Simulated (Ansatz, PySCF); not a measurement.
Spin gap between two states, R1 and P1; the higher of the two is an excited state, each structure at its B3LYP-D3(BJ)/def2-TZVP stationary point, reached from a drawn start (curvature not checked).
R1, C4H4 (SMILES C1=CC=C1) (charge 0, multiplicity 1):
```xyz
8

C      0.665     0.788     0.000
C      0.665    -0.788     0.000
C     -0.665     0.788     0.000
C     -0.665    -0.788     0.000
H      1.429     1.550     0.000
H      1.429    -1.550     0.000
H     -1.429     1.550     0.000
H     -1.429    -1.550     0.000
```
P1, C4H4 (SMILES C1=CC=C1) (charge 0, multiplicity 3):
```csv
atom,x (Å),y (Å),z (Å)
C,0.7188,0.7188,0.0000
C,0.7188,-0.7188,0.0000
C,-0.7188,0.7188,0.0000
C,-0.7188,-0.7188,0.0000
H,1.4811,1.4811,0.0000
H,1.4811,-1.4811,0.0000
H,-1.4811,1.4811,0.0000
H,-1.4811,-1.4811,0.0000
```

P less R. No zero-point or thermal terms; singlets are restricted closed shells; open shells are unrestricted.

Codes used: Ansatz (an electronic-structure program) with Gaussian orbitals; PySCF for the D3/D4 terms. No computed number here is a measurement.

Problem. One of these levels gives 129.3 meV for the spin gap. Which?
(A) r2SCAN/def2-TZVPP
(B) PBE0/def2-TZVPP
(C) SVWN5/def2-TZVPP
(D) PBE-D3(BJ)/def2-TZVPP

Solution. B, PBE0/def2-TZVPP. The others give 378.0 (SVWN5/def2-TZVPP), 231.0 (PBE-D3(BJ)/def2-TZVPP), -51.1 (r2SCAN/def2-TZVPP)
